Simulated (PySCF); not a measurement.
H4N (SMILES [NH4+]), charge +1, singlet, at a GFN2-xTB geometry; HF/def2-SV(P) run with PySCF.

PySCF was given this input:
```python
from pyscf import gto, scf

mol = gto.Mole()
mol.atom = '''
    N     0.00000000   -0.00000000   -0.00000000
    H    -0.69851852   -0.34749108   -0.67183826
    H     0.02245826    1.02891450   -0.02958725
    H    -0.25206810   -0.31063626    0.94868941
    H     0.92812837   -0.37078716   -0.24726391
'''
mol.basis = 'def2-sv(p)'
mol.charge = 1
mol.verbose = 3
mol.build()

mf = scf.RHF(mol)
mf.kernel()
mf.analyze()
```

The log (banner, timings and long lists left out):

```
converged SCF energy = -56.4715432128912
**** MO energy ****
MO #1   energy= -15.937307015386   occ= 2
MO #2   energy= -1.53281506596552  occ= 2
MO #3   energy= -1.00382624048276  occ= 2
MO #4   energy= -1.0038262376356   occ= 2
MO #5   energy= -1.00382623641911  occ= 2
MO #6   energy= -0.0947874470111976 occ= 0
MO #7   energy= 0.000696047803806551 occ= 0
MO #8   energy= 0.000696048519643848 occ= 0
MO #9   energy= 0.000696049994626374 occ= 0
MO #10  energy= 0.403411141615191  occ= 0
MO #11  energy= 0.403411143768081  occ= 0
MO #12  energy= 0.403411146083443  occ= 0
MO #13  energy= 0.642987171237679  occ= 0
 ** Mulliken atomic charges  **
charge of    0N =     -0.20114
charge of    1H =      0.30029
charge of    2H =      0.30029
charge of    3H =      0.30029
charge of    4H =      0.30029

WARN: System has nonzero charge 1; the dipole moment is origin-dependent.
Location of origin: [0. 0. 0.]

Dipole moment(X, Y, Z, Debye):  0.00000,  0.00000, -0.00000
```
